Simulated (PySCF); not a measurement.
GeO: energy against distance

Set-up: PySCF, no relativity, basis sets Ge pcseg-1, O pcseg-1. Energies in eV from Ge + O in their ground configurations at the same level. State: ¹Σ⁺ (singlet), closed shell.

Curves on a restricted Hartree–Fock reference rise too fast on stretching and do not dissociate correctly.

```tsv
R (Å)	RHF-CCSD	B2PLYP	PBE
1.416		-4.513	-4.957
1.481	-4.815	-5.612	-6.065
1.547	-5.423	-6.242	-6.707
1.597	-5.645	-6.488	-6.963
1.646	-5.717	-6.590	-7.073
1.695	-5.672	-6.580	-7.069
1.761	-5.476	-6.441	-6.932
1.843	-5.079	-6.130	-6.612
1.942	-4.467	-5.641	-6.095
2.074		-4.913	-5.300
```

Question: Put a parabola through the three lowest points of the RHF-CCSD curve and estimate Re, k and ωe (reduced mass 13.15 u; 1 eV/Å² = 0.16022 mdyn/Å; ωe = 1302.8·√(k/μ) cm⁻¹).

Answer: Through R = 1.597, 1.646, 1.695 Å the second-order coefficient is 24.4 eV/Å², so Re ≈ 1.652 Å, k ≈ 7.81 mdyn/Å and ωe ≈ 1004 cm⁻¹. A polynomial fit of higher order to the unrounded RHF-CCSD energies gives Re = 1.650 Å, k = 7.50 mdyn/Å, ωe = 984 cm⁻¹; anharmonicity and rounding make the difference.

The higher-order fit for each curve: RHF-CCSD: Re = 1.650 Å, ωe = 984 cm⁻¹, De = 5.72 eV; B2PLYP: Re = 1.665 Å, ωe = 916 cm⁻¹, De = 6.60 eV; PBE: Re = 1.668 Å, ωe = 923 cm⁻¹, De = 7.08 eV.

Correlated steps freeze 10 core orbitals. Correlated levels converge slowly with the basis: in double zeta they bind strong bonds too weakly, by up to about 1 eV, and carry superposition errors of some tenths. Where the molecule has an RHF reference, its open-shell atoms are computed with UHF. B2PLYP dipoles, levels and charges come from its SCF part alone. The CCSD T1 diagnostic is raised, a sign that a single reference may not be enough here.
